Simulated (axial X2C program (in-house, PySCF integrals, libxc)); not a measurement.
**Potential curves of TaF, 2c**

All values were computed with an in-house relativistic program for diatomic molecules. Two-component (2c) means X2C with spin–orbit coupling and atomic mean-field two-electron Coulomb and Gaunt terms. Basis: Ta dyall-v3z [13s14p9d7f2g], F dyall-v3z [6s5p2d1f] (cores contracted in-house); Gaussian nuclei, density fitting, unrestricted open shells. Masses: Ta 180.948 u, F 18.998 u.

State: Ω = 1 (⟨Sz⟩ = 0.98, ⟨Lz⟩ = 0.02 at B97-3). Energies in cm⁻¹ from the lowest point of each curve. Fits are polynomials in 1 − R0/R over 0.85 to 1.23 times the lowest point R0.

| R (Å) | B97-3 | PBEsol | PBE0 |
| --- | --- | --- | --- |
| 1.6471 | 4937 | 3918 | 4532 |
| 1.7014 | 2021 | 1364 | 1755 |
| 1.7557 | 488 | 171 | 359 |
| 1.8100 | 0 | 0 | 0 |
| 1.8733 | 399 | 735 | 536 |
| 1.9367 | 1531 | 2173 | 1792 |
| 2.0181 | 3683 | 4664 | 4076 |

The state is one determinant whose occupation by symmetry is held fixed; it was picked as the lowest of a PBE0 search that is not exhaustive. Density functionals use the spin component along the axis (collinear). Other states lie close and PBE0, whose exact exchange favours high spin, may order them wrongly; the determinant shown need not be the ground state. The nearest other 2c determinant of the search, Ω = 3, lies 0.49 eV up at the distance of the search. With several unpaired electrons one determinant need not be a pure state. Open-shell Ω = 0 determinants with evenly filled partner blocks cannot be reached by this program, so the Ω shown need not be the lowest component. The determinant is spin-polarised beyond a pure state at some levels (its spin-free form has ⟨S²⟩ too high), which makes Re and μ there less reliable.

**Question.** Fit the B97-3 curve near its minimum: give the equilibrium distance and the harmonic wavenumber.

**Answer.** At B97-3, 2c: Re = 1.814 Å, ωe ≈ 708 cm⁻¹; Be follows as 0.298 cm⁻¹.

**Question.** What are Re and ωe at the PBEsol level?

**Answer.** At PBEsol, 2c: Re = 1.793 Å, ωe ≈ 740 cm⁻¹; Be follows as 0.305 cm⁻¹.

**Question.** Fit the PBE0 curve near its minimum: give the equilibrium distance and the harmonic wavenumber.

**Answer.** At PBE0, 2c: Re = 1.805 Å, ωe ≈ 722 cm⁻¹; Be follows as 0.301 cm⁻¹.
